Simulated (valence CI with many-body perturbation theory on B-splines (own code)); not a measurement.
**E1 line list for Se³⁺**

Computed by configuration interaction combined with many-body perturbation theory (CI+MBPT): three valence electrons over a frozen Dirac-Fock core [Ar] 3d10, a basis of 11 s, 11 p, 10 d, 8 f, 5 g, 2 h functions for each j, with the one-electron correlation potential Σ1, the two-electron term Σ2, the three-electron term Σ3, Breit, model QED; selected CI, second order for the rest, scaled by the run's own slope (own B-spline code, finite nucleus).

Set against measurement, 16 paired levels are off by 170 cm⁻¹ on average, the worst by 676. These come from a selection out of Moore, Atomic Energy Levels, vol. II, NSRDS-NBS 35 (1971 reprint of NBS Circular 467, 1952), an old analysis. Levels without a partner in it may be off by more.

Lines 51 to 100 of 586 in falling wavelength, among levels below 310625 cm⁻¹, chosen from the strongest by gf and those to the six lowest levels. Wavelengths and rates use the calculated energies, so an error of 200 cm⁻¹ moves a line at 8343 Å by 1.7 % and its rate by three times that or more. Electric multipoles are in the length gauge, E1 and E2 with the static RPA response of the core. Weak lines are less certain than strong ones. Lines between different terms over intervals too small for the method are left out, as are lines whose strength nearly cancels. Where a level lies close to another of its J and parity, the split of strength between their lines is uncertain. The highest levels of a list are the least certain.

Names give the largest LS component (configuration and term), which can be under half, so a name can repeat, a term be missing and a line seem to break the LS rules; names also repeat where a configuration has a term twice. Letters in brackets count levels of one name in rising energy.

| λ vac (Å) | Upper | Lower | A (s⁻¹) | S (a.u.) with core polarisation | S without |
| --- | --- | --- | --- | --- | --- |
| 8343 | 4s4p5s ²P°_1/2 [b] | 4s²7s ²S_1/2 | 1.81e+07 | 1.04e+01 | 1.04e+01 |
| 8306 | 4s4p5s ²P°_3/2 [b] | 4s²7s ²S_1/2 | 1.82e+07 | 2.06e+01 | 2.06e+01 |
| 8111 | 4s²6p ²P°_3/2 | 4s²6s ²S_1/2 | 2.65e+07 | 2.79e+01 | 2.80e+01 |
| 7935 | 4s²7d ²D_3/2 | 4s²7p ²P°_3/2 | 1.31e+07 | 1.29e+01 | 1.29e+01 |
| 7869 | 4s²7d ²D_5/2 | 4s²7p ²P°_3/2 | 7.80e+07 | 1.13e+02 | 1.13e+02 |
| 7847 | 4s²7f ²F°_7/2 | 4s²6g ²G_9/2 | 3.30e+06 | 6.30e+00 | 6.30e+00 |
| 7838 | 4s²7f ²F°_5/2 | 4s²6g ²G_7/2 | 3.35e+06 | 4.78e+00 | 4.78e+00 |
| 7810 | 4s²7g ²G_7/2 | 4s²6h ²H°_9/2 | 1.39e+06 | 2.61e+00 | 2.61e+00 |
| 7809 | 4s²7g ²G_9/2 | 4s²6h ²H°_11/2 | 1.36e+06 | 3.20e+00 | 3.20e+00 |
| 7729 | 4s²7d ²D_3/2 | 4s²7p ²P°_1/2 | 6.78e+07 | 6.18e+01 | 6.19e+01 |
| 7695 | 4s²7g ²G_7/2 | 4s²6f ²F°_5/2 | 8.54e+07 | 1.54e+02 | 1.54e+02 |
| 7664 | 4s²7g ²G_7/2 | 4s²6f ²F°_7/2 | 3.16e+06 | 5.62e+00 | 5.63e+00 |
| 7663 | 4s²7g ²G_9/2 | 4s²6f ²F°_7/2 | 8.87e+07 | 1.97e+02 | 1.97e+02 |
| 7577 | 4s4p5s ²P°_1/2 [a] | 4s²5d ²D_3/2 | 1.92e+07 | 8.24e+00 | 8.22e+00 |
| 7461 | 4s²8d ²D_3/2 | 4s²6f ²F°_5/2 | 5.97e+06 | 4.90e+00 | 4.90e+00 |
| 7390 | 4s²8d ²D_5/2 | 4s²6f ²F°_7/2 | 4.97e+06 | 5.93e+00 | 5.94e+00 |
| 7335 | 4s²8s ²S_1/2 | 4s²7p ²P°_3/2 | 6.68e+07 | 2.60e+01 | 2.60e+01 |
| 7288 | 4s4p5s ²P°_3/2 [b] | 4s²6d ²D_5/2 | 2.32e+07 | 1.77e+01 | 1.77e+01 |
| 7273 | 4s4p5s ²P°_1/2 [b] | 4s²6d ²D_3/2 | 2.58e+07 | 9.78e+00 | 9.79e+00 |
| 7264 | 4s²7d ²D_3/2 | 4s4p4d ²P°_3/2 [b] | 2.34e+06 | 1.77e+00 | 1.77e+00 |
| 7245 | 4s4p5s ²P°_3/2 [b] | 4s²6d ²D_3/2 | 2.57e+06 | 1.93e+00 | 1.93e+00 |
| 7208 | 4s²7d ²D_5/2 | 4s4p4d ²P°_3/2 [b] | 1.50e+07 | 1.67e+01 | 1.67e+01 |
| 7195 | 4s²6g ²G_7/2 | 4s4p4d ²D°_5/2 [b] | 8.06e+06 | 1.18e+01 | 1.18e+01 |
| 7159 | 4s²8s ²S_1/2 | 4s²7p ²P°_1/2 | 3.39e+07 | 1.23e+01 | 1.23e+01 |
| 6952 | 4s²7d ²D_3/2 | 4s4p4d ²P°_1/2 [b] | 1.26e+07 | 8.34e+00 | 8.35e+00 |
| 6822 | 4s²6g ²G_7/2 | 4s4p4d ²F°_5/2 [b] | 7.53e+07 | 9.43e+01 | 9.43e+01 |
| 6786 | 4s²7d ²D_3/2 | 4s4p4d ²D°_5/2 [b] | 2.37e+06 | 1.46e+00 | 1.46e+00 |
| 6778 | 4s²6p ²P°_3/2 | 4s²5d ²D_5/2 | 3.89e+07 | 2.39e+01 | 2.39e+01 |
| 6758 | 4s²8s ²S_1/2 | 4s4p4d ²P°_3/2 [b] | 1.13e+07 | 3.45e+00 | 3.44e+00 |
| 6739 | 4s²8p ²P°_3/2 | 4s4p5p ²D_5/2 | 1.48e+06 | 8.91e-01 | 8.91e-01 |
| 6709 | 4s²6p ²P°_3/2 | 4s²5d ²D_3/2 | 4.40e+06 | 2.62e+00 | 2.61e+00 |
| 6704 | 4s²6g ²G_7/2 | 4s4p4d ²F°_7/2 [b] | 3.27e+06 | 3.89e+00 | 3.89e+00 |
| 6704 | 4s²6g ²G_9/2 | 4s4p4d ²F°_7/2 [b] | 9.16e+07 | 1.36e+02 | 1.36e+02 |
| 6487 | 4s²8s ²S_1/2 | 4s4p4d ²P°_1/2 [b] | 5.23e+06 | 1.41e+00 | 1.41e+00 |
| 6453 | 4s²7d ²D_3/2 | 4s4p4d ²F°_5/2 [b] | 1.79e+07 | 9.51e+00 | 9.51e+00 |
| 6410 | 4s²7d ²D_5/2 | 4s4p4d ²F°_5/2 [b] | 9.58e+05 | 7.47e-01 | 7.48e-01 |
| 6305 | 4s²7d ²D_5/2 | 4s4p4d ²F°_7/2 [b] | 1.80e+07 | 1.34e+01 | 1.34e+01 |
| 6300 | 4s²6p ²P°_1/2 | 4s²6s ²S_1/2 | 6.54e+07 | 1.62e+01 | 1.62e+01 |
| 5746 | 4s²6f ²F°_7/2 | 4s4p5p ⁴D_5/2 | 1.18e+06 | 8.88e-01 | 8.88e-01 |
| 5646 | 4s4p5s ²P°_3/2 [a] | 4s²6s ²S_1/2 | 5.93e+07 | 2.11e+01 | 2.11e+01 |
| 5421 | 4s²6p ²P°_1/2 | 4s²5d ²D_3/2 | 9.95e+07 | 1.56e+01 | 1.56e+01 |
| 5410 | 4s4p5p ²D_3/2 | 4s4p4d ²P°_1/2 [a] | 2.60e+06 | 8.14e-01 | 8.20e-01 |
| 5386 | 4s²6d ²D_3/2 | 4s4p5s ²P°_3/2 [a] | 1.39e+07 | 4.28e+00 | 4.28e+00 |
| 5363 | 4s²6d ²D_5/2 | 4s4p5s ²P°_3/2 [a] | 8.49e+07 | 3.88e+01 | 3.88e+01 |
| 5144 | 4s²6f ²F°_5/2 | 4s4p5p ⁴D_3/2 | 1.58e+06 | 6.37e-01 | 6.38e-01 |
| 5030 | 4s4p5p ⁴D_3/2 | 4s4p5s ²P°_3/2 [a] | 4.12e+06 | 1.03e+00 | 1.03e+00 |
| 4967 | 4s4p5s ²P°_3/2 [a] | 4s²5d ²D_5/2 | 7.49e+07 | 1.81e+01 | 1.81e+01 |
| 4929 | 4s4p5s ²P°_3/2 [a] | 4s²5d ²D_3/2 | 8.48e+06 | 2.00e+00 | 2.00e+00 |
| 4919 | 4s²7s ²S_1/2 | 4s4p5s ²P°_3/2 [a] | 1.06e+08 | 1.25e+01 | 1.24e+01 |
| 4901 | 4s²6d ²D_3/2 | 4s²6p ²P°_1/2 | 1.26e+08 | 2.94e+01 | 2.94e+01 |
